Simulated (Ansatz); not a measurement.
Relaxation of BrClGeH4O3 (10 atoms, charge 0, multiplicity 1), to a largest force component of 0.03 eV/Å in at most 50 steps.

The calculation used RKS PBE/def2-SVP (Ansatz).

```xyz
10
Properties=species:S:1:pos:R:3
Ge -0.063 -0.148 -0.028
Cl -0.089 -0.397 2.172
O 1.564 -0.198 -0.713
H 1.931 -1.100 -0.629
O -0.844 1.348 -0.553
H -1.771 1.142 -0.787
O -1.037 -1.529 -0.615
H -1.360 -2.051 0.145
Br 1.700 2.752 1.196
H 1.096 1.881 2.265
```

**Question.** Where does it end, and by what steps?

**Answer.** The forces met the threshold. The force dipped under the threshold on the way, but the program's further checks kept it going. After 38 steps the energy has fallen by 0.337 eV; H4 moved furthest, 1.54 Å.

| step | energy less start (eV) | largest force component (eV/Å) | accepted |
| --- | --- | --- | --- |
| 0 | 0.0000 | 1.028 | yes |
| 2 | -0.1020 | 0.069 | yes |
| 4 | -0.1185 | 0.714 | yes |
| 6 | -0.1504 | 0.135 | yes |
| 8 | -0.1545 | 0.295 | no |
| 10 | -0.1596 | 0.049 | yes |
| 12 | -0.1607 | 0.098 | yes |
| 14 | -0.1620 | 0.045 | yes |
| 16 | -0.1626 | 0.108 | yes |
| 18 | -0.1646 | 0.048 | yes |
| 20 | -0.1659 | 0.019 | yes |
| 22 | -0.1686 | 0.301 | yes |
| 24 | -0.1745 | 0.234 | yes |
| 26 | -0.1891 | 0.872 | yes |
| 28 | -0.2502 | 0.256 | yes |
| 30 | -0.3154 | 0.498 | yes |
| 32 | -0.3325 | 0.107 | yes |
| 34 | -0.3356 | 0.036 | yes |
| 36 | -0.3363 | 0.040 | yes |
| 38 | -0.3367 | 0.009 | yes |

```xyz
10
Properties=species:S:1:pos:R:3
Ge -0.351 -0.217 -0.120
Cl -0.572 0.240 2.038
O 1.357 -0.381 -0.519
H 1.888 0.357 -0.140
O -1.098 1.086 -1.054
H -2.051 1.155 -0.851
O -1.208 -1.728 -0.464
H -0.789 -2.478 0.001
Br 2.587 2.121 1.512
H 1.365 1.545 2.051
```

Run time: 71 s on 4 threads of Arm Neoverse V2, on a shared host, peak memory 0.24 GiB.
